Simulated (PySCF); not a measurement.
Be(Me) (CH3Be), SMILES [Be+][CH3], charge +1.

The structure is a stationary point at PBE-D3(BJ)/def2-TZVPD. The multiplicity is an assumed one; other spin states were not compared. The isomer is the one that the SMILES or the coordinates give; other isomers of the formula were not compared.

All values below come from PBE-D3(BJ)/def2-TZVPD run with PySCF.

Frequencies are harmonic and unscaled.

Modes within 1.5 cm⁻¹ of each other (mostly degenerate sets) share a row, with their intensities summed.

Problem. Estimate the vibrational spectrum. (Estimate from the structure and the level; the computed values follow.)

Solution. 
| mode | ν (cm⁻¹) | IR (km/mol) | Raman (Å⁴/amu) | depolarisation | moving atoms (share of kinetic energy) |
|---|---|---|---|---|---|
| 1–2 | 649 | 288.6 | 4.9 | 0.75 | H 78 %, C 15 % |
| 3 | 879 | 10.4 | 148.7 | 0.14 | Be 62 %, C 36 % |
| 4 | 1117 | 15.2 | 83.1 | 0.16 | H 87 %, C 12 % |
| 5–6 | 1338 | 0.2 | 2.1 | 0.75 | H 95 % |
| 7 | 2951 | 30.9 | 217.7 | 0.00 | H 98 % |
| 8–9 | 3046 | 59.9 | 206.4 | 0.75 | H 91 %, C 9 % |
